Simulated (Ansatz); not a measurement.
Spectroscopic constants of ZrSi, multiplicity 5 (an upper state: multiplicity 1 came lower at CCSD(T)/def2-TZVPP on PBE0 minima). No spin–orbit coupling. The T1 diagnostic near the minimum is 0.046, so single-reference values are doubtful.

Constants: fifth-degree fit in 1/R to seven points, most abundant isotopes. In def2 and cc sets the state is the lowest found near the PBE0 minimum, followed along R.

The values were computed with Ansatz (a quantum-chemistry and plane-wave program). Values without a source in brackets are computed. In def2 rows elements past Kr take small-core potentials, without spin–orbit coupling.

| level | r_e (Å) | ω_e (cm⁻¹) | α_e (cm⁻¹) | B_e (cm⁻¹) | dipole (D) |
|---|---|---|---|---|---|
| PBE/def2-TZVPP | 2.545 | 350 | 0.00051 | 0.122 | 3.14 |
| PBE0/def2-TZVPP | 2.518 | 370 | 0.00048 | 0.125 | 3.90 |
| wB97X-V/def2-TZVPP | 2.509 | 380 | 0.00050 | 0.126 | 4.63 |
| CCSD/def2-TZVPP | 2.531 | 365 | 0.00052 | 0.123 | - |
| CCSD(T)/def2-TZVPP | 2.545 | 360 | 0.00047 | 0.122 | - |

Correlated levels freeze the inner cores; with def2 sets outer-core shells near the valence are correlated too.

Doubts at one or more of the structures used: T1 above 0.05 (CCSD/def2-TZVPP, CCSD(T)/def2-TZVPP).
